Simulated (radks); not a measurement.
The numbers below are computed, except where a source is named.
Ionisation of neutral terbium, [Xe] 4f9 6s2, to Tb+, [Xe] 4f9 6s1, under several functionals. Dirac Kohn-Sham, spin-unpolarised, spherical densities, finite nucleus; open shells fill j = l - 1/2 first; a radial shooting solver on a logarithmic mesh with Libxc functionals.

| functional | E(Tb) (hartree) | Exc (hartree) | IE (eV) | -e(HOMO) (eV) | <r> HOMO (bohr) | IE error (eV) |
|---|---|---|---|---|---|---|
| LDA (Slater exchange, Perdew-Zunger correlation) | -11710.2700 | -249.4284 | 6.375 | 2.753 | 0.9243 | +0.511 |
| LDA (Slater exchange, VWN5 correlation) | -11710.2945 | -249.4532 | 6.368 | 2.761 | 0.9242 | +0.504 |
| exchange-only LDA | -11703.7716 | -242.8383 | 5.510 | 1.462 | 0.9327 | -0.354 |
| revPBE | -11718.3034 | -257.5382 | 6.078 | 2.524 | 0.9246 | +0.214 |
| LDA (Slater exchange, Perdew-Wang correlation) | -11710.2675 | -249.4257 | 6.369 | 2.756 | 0.9242 | +0.506 |
| RPBE | -11718.4228 | -257.6586 | 6.060 | 2.530 | 0.9244 | +0.196 |
| exchange-only PBE | -11714.3115 | -253.4820 | 5.610 | 1.533 | 0.9327 | -0.254 |

NIST Atomic Spectra Database: 5.864 eV (measured). Closest: RPBE. The Delta-SCF values span 0.86 eV, the total energies 14.65 hartree. The highest occupied level is 4f7/2. Spin polarisation and multiplet splitting are left out, so open shells lie too high by an amount that depends on their filling.

Beside tabulated values, note that spin-unpolarised runs miss the spin-polarisation part of the exchange energy of open shells.
